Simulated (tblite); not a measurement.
C₅H₁₆Si₂.
InChI=1S/C5H16Si2/c1-5(2,3)4(6)7/h4H,1-3,6-7H3

Level: GFN2-xTB in tblite, geometry and Hessian alike; calculated harmonic values, unscaled, isolated species. The method is semi-empirical: single wavenumbers can be off by several per cent or more. Modes of hydrogen on silicon can be 10 to 20 % off.

Harmonic wavenumbers (cm⁻¹): 56.6, 118.9, 128.5, 187.9, 200.9, 209.4, 235.3, 251.0, 285.2, 309.7, 343.2, 387.1, 420.7, 448.1, 521.5, 526.3, 532.9, 580.7, 694.6, 784.0, 788.4, 799.6, 809.3, 814.5, 831.2, 839.5, 841.5, 956.9, 961.9, 963.1, 984.3, 1033.1, 1037.7, 1103.6, 1169.4, 1235.5, 1254.8, 1302.9, 1407.4, 1408.4, 1431.2, 1493.6, 1494.6, 1496.4, 1508.9, 1512.0, 1515.3, 2220.9, 2232.6, 2235.2, 2249.4, 2250.6, 2260.6, 2888.7, 3013.2, 3016.0, 3020.8, 3023.8, 3028.6, 3031.0, 3034.7, 3042.4, 3054.6.

A = 1828, B = 1506, C = 1036 MHz; mass 132.079 u (most abundant isotopes); point group C1, symmetry number 1.

**Question.** Zero-point energy?

**Answer.** Half the sum of the wavenumbers: 40910 cm⁻¹ = 489.40 kJ/mol.

**Question.** What is S at 273.15 K and 1 bar for an ideal gas of classical rigid rotors and harmonic oscillators?

**Answer.** Translation 167.94, rotation 120.72, vibration 122.29: S = 410.9 J/(mol K).

**Question.** And Cp and H(273.15 K) − H(0)?

**Answer.** Cp = 182.16 J/(mol K), of which vibrations give 148.90 (their classical limit is 63 R = 523.8); H(273.15 K) − H(0) = 28.40 kJ/mol without the zero-point energy, 19.31 from vibrations.

**Question.** Blend soft modes into free rotors: weight 1/[1 + (100 cm⁻¹/ν̃)⁴] for the oscillator and the rest for a rotor with moment μB/(μ + B), μ = h/(8π²ν), B = 10⁻⁴⁴ kg m². What vibrational entropy results?

**Answer.** 117.67 J/(mol K) in place of 122.29, which changes −T·S at 273.15 K by +1.26 kJ/mol.

**Question.** What must be added to the electronic energy to get the Gibbs energy at 273.15 K and 1 bar?

**Answer.** ZPE + [H(273.15 K) − H(0)] − T·S = 489.40 + 28.40 − 112.25 = 405.55 kJ/mol.

**Question.** Which modes carry the vibrational entropy at 273.15 K?

**Answer.** 56.6 cm⁻¹: 18.41; 118.9 cm⁻¹: 12.34; 128.5 cm⁻¹: 11.72; 187.9 cm⁻¹: 8.73; 200.9 cm⁻¹: 8.22; 209.4 cm⁻¹: 7.91 J/(mol K); the other 57 give 54.97 together.

Hindered rotation and anharmonicity are outside this model. The structure is chiral; the term R ln 2 for an equal mix with its mirror image is left out.

Shape of the structure used: `[CH3:1][C:2]([CH3:3])([CH3:4])[CH:5]([SiH3:6])[SiH3:7]`: C1–C2–C5–Si6 46°.
